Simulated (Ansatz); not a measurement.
Reaction (hydrogenolysis of the Si–F bond): `N[Si]1(F)SS1` + H₂ → `N[SiH]1SS1` + H–F

Calculated with Ansatz (gas phase, PBE0-D4/def2-TZVP geometries, no zero-point term in ΔE). CCSD(T)/CBS is the MP2 limit (def2-TZVPP, def2-QZVPP) plus CCSD(T) − MP2 in def2-TZVPP, frozen cores. This one scheme is used for every species. DFT in def2-TZVPP. One conformer a species, not always the lowest.

```json
{"level": "ωB97M-V", "ΔE (eV)": "1.21"}
{"level": "PBE0", "ΔE (eV)": "1.09"}
{"level": "HF/def2-SVP", "ΔE (eV)": "1.01"}
{"level": "MP2/def2-QZVPP", "ΔE (eV)": "1.18"}
```

(1) What does CCSD(T)/CBS give? (An estimate is asked.)

(2) What do rigid-rotor, harmonic-oscillator terms from PBE0-D4/def2-TZVP frequencies (298.15 K, 1 bar) make of the CCSD(T)/CBS value? (Estimate.)

Largest T1 diagnostic among the species: 0.012.

Results:

(1) The calculation gave: +1.15 eV. The listed levels differ from it by 0.06, -0.06, -0.14, 0.03 eV.

(2) Ansatz gave: ΔZPE = +0.12 eV, ΔH = +1.26 eV, ΔS = 28 J/(mol·K), ΔG = +1.17 eV. Modes under 50 cm⁻¹ make the entropy rough.

The D4 term adds +0.04 eV with B3LYP and +0.02 eV with PBE0; it sums over pairs of atoms, weighted by their polarisabilities, and B3LYP, whose exchange is more repulsive, gets the larger term. Leaving LDA and LC-ωPBE aside and taking each functional with its dispersion term where it has one, the values, not all of them listed here, spread over 0.18 eV, from HSE06-D4 to B97M-V. At CCSD(T), def2-SVP lies −0.09 eV from the extrapolated value and def2-TZVPP +0.01 eV.

B3LYP here is the variant with VWN-RPA as its local correlation; programs differ in this.
